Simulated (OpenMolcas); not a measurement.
Eu3+ in a point-charge field

Eu3+ among 6 point charges of -0.5 e arranged as a trigonal antiprism (D3d), 2.4 Å from the ion, with a polar angle of 61.3° against the regular 54.74°.

```
Program             : OpenMolcas 26.06
Method              : CASSCF
Basis               : ANO-RCC-VDZP [7s6p4d2f1g]
Scalar Hamiltonian  : DKH2, point nucleus
Active space        : 6 electrons in 7 orbitals (4f)
State averaging     : 2S+1 = 7 even, 7 roots; 2S+1 = 5 even, 77 roots kept (CI in the orbitals of an earlier block); 2S+1 = 3 even, 3 roots kept (CI in the orbitals of an earlier block)
Spin-orbit coupling : state interaction with AMFI integrals over the reference wave functions
```

The lowest spin-free states (labels of D3, the rotations of D3d), above the lowest:

| State | Degeneracy | E (cm-1) | Free-ion L (%) |
| --- | --- | --- | --- |
| 7A2 | 1 | 0.0 | F (100) |
| 7A1 | 1 | 42.3 | F (100) |
| 7E | 2 | 176.2 | F (100) |
| 7E | 2 | 348.1 | F (100) |
| 7A2 | 1 | 409.9 | F (100) |
| 5E | 2 | 24448 | D (100) |
| 5E | 2 | 24512 | D (100) |
| 5A1 | 1 | 24516 | D (100) |
| 5A1 | 1 | 27902 | L (100) |
| 5E | 2 | 27905 | L (100) |
| 5E | 2 | 27916 | L (100) |
| 5A2 | 1 | 27928 | L (100) |
| 5E | 2 | 27967 | L (100) |
| 5A1 | 1 | 27973 | L (100) |
| 5E | 2 | 27981 | L (100) |
| 5E | 2 | 28052 | L (100) |
| 5A2 | 1 | 28055 | L (100) |
| 5E | 2 | 28060 | L (100) |
| 5A1 | 1 | 28062 | L (100) |
| 5E | 2 | 29167 | G (100) |

The lowest levels with spin-orbit coupling:

| E (cm-1) | Degeneracy | Label | 2S+1 | J | |mJ| (%) | g |
| --- | --- | --- | --- | --- | --- | --- |
| 0.0 | 1 | A1 | 7 | 0.10 | 0 (100) |  |
| 265.9 | 1 | A2 | 7 | 1.01 | 0 (100) |  |
| 436.4 | 2 | E | 7 | 1.03 | 1 (100) | 0.00 0.00 2.34 |
| 1015 | 2 | E | 7 | 2.00 | 1 (93) | 0.00 0.00 2.72 |
| 1025 | 1 | A1 | 7 | 1.99 | 0 (100) |  |
| 1118 | 2 | E | 7 | 2.02 | 2 (93) | 0.00 0.00 4.69 |
| 1913 | 1 | A2 | 7 | 3.00 | 0 (95) |  |
| 1927 | 2 | E | 7 | 3.00 | 1 (99) | 0.00 0.00 2.92 |
| 1954 | 2 | E | 7 | 3.00 | 2 (99) | 0.00 0.00 6.06 |
| 1961 | 1 | A1 | 7 | 3.02 | 3 (100) |  |
| 1967 | 1 | A2 | 7 | 3.02 | 3 (95) |  |
| 2918 | 2 | E | 7 | 4.01 | 4 (82) | 0.00 0.00 9.95 |
| 2938 | 1 | A1 | 7 | 3.99 | 0 (52) |  |
| 2982 | 2 | E | 7 | 4.00 | 2 (53) | 0.00 0.00 0.78 |
| 2982 | 1 | A2 | 7 | 4.00 | 3 (100) |  |
| 2997 | 2 | E | 7 | 4.00 | 1 (48) | 0.00 0.00 0.56 |
| 3007 | 1 | A1 | 7 | 4.00 | 3 (52) |  |
| 3987 | 2 | E | 7 | 5.00 | 5 (98) | 0.00 0.00 14.70 |
| 4071 | 2 | E | 7 | 5.00 | 4 (94) | 0.00 0.00 11.53 |
| 4109 | 1 | A2 | 7 | 5.00 | 3 (86) |  |

Powder χT (cm3 K/mol): 0.012 at 2 K, 0.0598 at 10 K, 0.299 at 50 K, 0.591 at 100 K, 1.04 at 200 K, 1.32 at 300 K. The effective moment at 300 K is 2.828 √(χT) = 3.25 μB.

Hund's rules give f6 a J = 0 ground level with no moment of its own; the computed χT of 1.321 cm3 K/mol at 300 K comes from higher levels.

High states are left out of the spin-orbit mixing, which shifts the levels that they would mix with. This is an electrostatic model: the charges have no orbitals. The first state left out of the spin-orbit step lies near 46000 cm-1 above the lowest spin-free state of the reference (among the parities and spins computed), and the lists stop at four fifths of that energy or lower. No measured value stands beside these numbers.

With an even number of electrons the g values are those of a degenerate or nearly degenerate non-Kramers pair.
